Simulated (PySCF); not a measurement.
**C₆ coefficients of unlike pairs at PBE0**

Calculated with PySCF 2.14 from the dipole response of each species, C₆(A,B) = (3/π) ∫ α_A(iu) α_B(iu) du, in atomic units, from isotropic polarisabilities. For ions this is the dispersion term alone; charge-induced terms of lower order in 1/R come first.

```csv
species,configuration,basis,relativity,α (bohr³),C₆ (like pair)
Ni⁺,[Ar] 3d9 (2D),"x2c-TZVPPall with one added diffuse shell each of s, p, d, f type (7s6p5d3f1g)",spin-free X2C,7.937,27.11
Ba⁺,[Xe] 6s1 (2S),aug-cc-pVDZ-X2C (8s7p5d),spin-free X2C,147.9,1679
S,[Ne] 3s2 3p4 (3P),dyall-av2z (13s9p2d),none,18.45,128.6
Mn,[Ar] 3d5 4s2 (6S),def2-QZVPPD (11s6p5d4f2g),none,79.80,774.9
```

(1) Estimate C₆ for Mn with Ni⁺.

No spin-orbit coupling is included.

The other pairs:

```tsv
pair	C₆
Ba⁺, Ni⁺	163.6
S, Ba⁺	376.7
Mn, Ba⁺	1117
S, Ni⁺	57.49
Mn, S	280.5
```

## Answers

(1) The integral gives 121.9. The combination rule 2 C_A C_B / (C_A α_B/α_A + C_B α_A/α_B) gives 120.2 and the geometric mean 144.9.
